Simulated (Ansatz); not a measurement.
`[CH3][GeH2][O]C=S` and `C#C[O][GeH2][CH3]` differ in one atom or group.

Ansatz, PBE0-D4/def2-TZVP geometries, multiplicity 1. Each molecule was computed in one conformer, which needn't be the lowest.

Scalar relativity is left out up to krypton.

```tsv
property	`[CH3][GeH2][O]C=S`
LUMO energy (B3LYP/def2-TZVPP) / eV	-1.42
HOMO–LUMO gap (ωB97M-V/def2-TZVPP) / eV	9.46
HOMO–LUMO gap (PBE/def2-TZVPP) / eV	2.96
LUMO energy (PBE/def2-TZVPP) / eV	-2.15
HOMO energy (ωB97M-V/def2-TZVPP) / eV	-8.49
HOMO energy (PBE0/def2-TZVPP) / eV	-6.30
```

Problem. What does the change do to each property? (An estimate is asked.)

Solution. Ansatz gave: 
```tsv
property	`C#C[O][GeH2][CH3]`	shift
LUMO energy (B3LYP/def2-TZVPP) / eV	-0.26	1.16
HOMO–LUMO gap (ωB97M-V/def2-TZVPP) / eV	10.87	1.41
HOMO–LUMO gap (PBE/def2-TZVPP) / eV	4.59	1.63
LUMO energy (PBE/def2-TZVPP) / eV	-0.93	1.22
HOMO energy (ωB97M-V/def2-TZVPP) / eV	-9.04	-0.55
HOMO energy (PBE0/def2-TZVPP) / eV	-6.78	-0.48
```

With PBE0 the HOMO falls by 0.48 eV and the LUMO rises by 1.20 eV, so the gap widens by about 1.68 eV. PBE moves the HOMO by -0.41 eV and ωB97M-V by -0.55 eV.

B3LYP here is the variant with VWN-RPA as its local correlation; programs differ in this.
